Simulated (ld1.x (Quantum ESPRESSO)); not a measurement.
## An all-electron radial function and its pseudo partner (nitrogen (N))

Columns: radius, all-electron u(r) and pseudo u(r) of the 2p shell (level -7.16 eV) of nitrogen in the configuration [He] 2s2 2p3; PW91, non-relativistic, PAW scheme, ld1.x (Quantum ESPRESSO) 7.5.

```
r (bohr)  all-electron  pseudo
   0.070        0.0394  0.0108
   0.140        0.1259  0.0426
   0.210        0.2292  0.0934
   0.280        0.3330  0.1597
   0.350        0.4292  0.2375
   0.420        0.5137  0.3221
   0.490        0.5854  0.4085
   0.560        0.6445  0.4920
   0.630        0.6917  0.5686
   0.700        0.7277  0.6350
   0.770        0.7534  0.6889
   0.840        0.7701  0.7293
   0.910        0.7790  0.7562
   0.980        0.7812  0.7707
   1.050        0.7779  0.7745
   1.120        0.7701  0.7699
   1.190        0.7585  0.7592
   1.260        0.7441  0.7445
   1.330        0.7273  0.7274
   1.400        0.7088  0.7088
   1.470        0.6890  0.6890
   1.540        0.6682  0.6682
   1.610        0.6467  0.6467
   1.680        0.6249  0.6249
   1.750        0.6030  0.6030
   1.820        0.5810  0.5810
```

(1) How many radial nodes do the two functions have?

(2) At about which radius was the pseudo-wave matched?

(3) Is the pseudo-wave norm-conserving?

Results:

(1) The all-electron 2p function has n − l − 1 = 0; the pseudo-wave has 0.

(2) 1.40 bohr. The columns agree to 0.0005 from 1.26 bohr on; several derivatives are matched, so the curves merge somewhat inside the radius.

(3) No, it belongs to a PAW set: the norm inside the radius is not constrained, and the difference is carried by the augmentation charge.
